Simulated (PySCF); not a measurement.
A structure optimised at B3LYP-D3(BJ)/def2-SVP, used in a PySCF frequency run:

```xyz
9

Si    -2.9916    -0.5375     0.0000
O     -1.3828    -1.0149     0.0000
Sn     0.3043    -0.0274     0.0000
Cl    -0.2020     2.2577     0.0000
Cl     1.5167    -0.5922     1.9103
Cl     1.5167    -0.5922    -1.9103
H     -3.2994     0.2734    -1.2127
H     -3.2994     0.2734     1.2127
H     -3.8082    -1.7797     0.0000
```
Charge 0, spin multiplicity 1.

Write its SMILES, formula and point group.

[SiH3][O][Sn]([Cl])([Cl])[Cl], Cl₃H₃OSiSn, Cs

What are its rotational constants (standard atomic weights)?

1.0210, 0.69595, 0.66976 GHz
